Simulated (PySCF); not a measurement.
# NaAs⁻ at LC-ωPBE

Level: LC-ωPBE. Na def2-SVPD, As def2-SVPD; no relativity (PySCF 2.14).

For NaAs⁻, the state is ⁴Σ⁻ (quartet), unpaired electrons σ ↑, π ↑↑ and the bond length is 2.879 Å. The harmonic wavenumber is 188 cm⁻¹, the force constant is 0.367 mdyn/Å and the rotational constant Be is 0.1156 cm⁻¹. The anharmonicity ωexe is 0.922 cm⁻¹ and the vibration–rotation constant αe is 0.000871 cm⁻¹. The bond order (Mayer) is 0.81 and the dipole moment (positive dipole points towards As; it is taken about the centre of mass and depends on that origin) is 6.89 D.

Spin–orbit coupling is left out. The state is the lowest determinant that a PBE0 search found; another state may lie lower at other levels.
